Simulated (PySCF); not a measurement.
# Property card for `FC1(F)CC12CCC2`

C6H8F2.
Cartesian coordinates in Å at the PBE0-D3(BJ)/def2-SVP level; atoms count from 1:
```xyz
16
C6H8F2 angstrom
F     -1.326   -0.451    2.124
C     -1.254   -0.722    0.813
F     -1.387   -2.041    0.618
C     -1.835    0.223   -0.163
C     -0.327    0.047   -0.037
C      0.664   -0.568   -1.015
C      1.789    0.136   -0.220
C      0.727    1.013    0.485
H     -2.271    1.147    0.226
H     -2.318   -0.203   -1.047
H      0.548   -0.163   -2.032
H      0.683   -1.667   -1.067
H      2.291   -0.547    0.480
H      2.555    0.662   -0.806
H      0.635    2.012    0.033
H      0.794    1.119    1.578
```

Structural features include: C–F bond, cyclopropane ring and cyclobutane ring.

**PBE0-D3(BJ)/def2-SVP geometry optimisation, gas phase (PySCF)**

```yaml
Point_group: Cs
Rotational_constants_A_B_C: 3.463, 1.670, 1.520 GHz
```

CAM-B3LYP/def2-SVPD ground state and vertical TDDFT (core frozen in the response) (PySCF):

```yaml
Dipole_moment: 2.45 D
HOMO_energy: -9.34 eV
LUMO_energy: 1.33 eV
HOMO–LUMO_gap: 10.67 eV
Lowest_singlet_excitation: 7.84 eV (158 nm, f = 0.022)
Strongest_line_among_the_6_lowest_singlet_transitions: S5 at 8.51 eV (146 nm, f = 0.047)
Static_isotropic_polarisability: 67.8 au
Electronic_spatial_extent_⟨r²⟩_about_the_centre_of_nuclear_charge: 885 bohr²
```

Monoisotopic mass from the formula: 118.0594 u.

The polarisability is 10.05 Å³ as a volume (1 au = 0.148185 Å³), or 1.09 au for each of the 62 electrons. No computed singlet falls in the visible range (750 to 380 nm, 1.65 to 3.26 eV); S1 lies 4.58 eV above its blue end. The rotational constants make it an asymmetric top with κ = (2B − A − C)/(A − C) = -0.85, nearer the prolate limit (−1). The 6 singlets span 7.84 to 8.67 eV, and their oscillator strengths add up to 0.12. S1 lies 2.83 eV below the HOMO–LUMO gap; its leading configuration is HOMO→LUMO, weight 0.87. The principal polarisabilities are 62.6, 65.3 and 75.6 au; their mean is the isotropic value.

For the TDDFT job (CAM-B3LYP/def2-SVPD), cost: about 80 s of CPU time on one thread; the machine was shared, so the figure is rough.
